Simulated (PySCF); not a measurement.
C3HBrF2, SMILES FC(F)=C=CBr. Atoms are numbered in the order given.

```xyz
7

F     -2.8057     0.2412     1.0819
C     -2.1005    -0.0263     0.0000
F     -2.8057     0.2412    -1.0819
C     -0.8833    -0.5070     0.0000
C      0.3407    -0.9508     0.0000
Br     1.8784     0.1878     0.0000
H      0.6174    -2.0093     0.0000
```

Geometry: B3LYP-D3(BJ)/def2-SVP.

Two levels are set side by side: PBE/pcSseg-1 (PySCF) and KT2/pcSseg-1 (PySCF). GIAO shifts against CFCl3 (¹⁹F), TMS (¹H), TMS (¹³C) at the same level; non-relativistic, no solvent, atoms listed together averaged. Without spin–orbit terms, shifts of atoms bonded to Cl or Br come out too high at both levels. Differences are taken from unrounded values.

| quantity | KT2 | PBE | PBE minus KT2 |
|---|---|---|---|
| δ(¹⁹F) of F1, F3 (ppm) | -107.3 | -96.9 | 10.4 |
| δ(¹³C) of C2 (ppm) | 158.8 | 165.8 | 7.0 |
| δ(¹³C) of C4 (ppm) | 175.5 | 186.9 | 11.3 |
| δ(¹³C) of C5 (ppm) | 111.5 | 119.4 | 7.9 |
| δ(¹H) of H7 (ppm) | 7.39 | 7.46 | 0.07 |

Rough cost on one machine, each run with all the roots and properties that it gave: KT2 against PBE within a factor of 2.
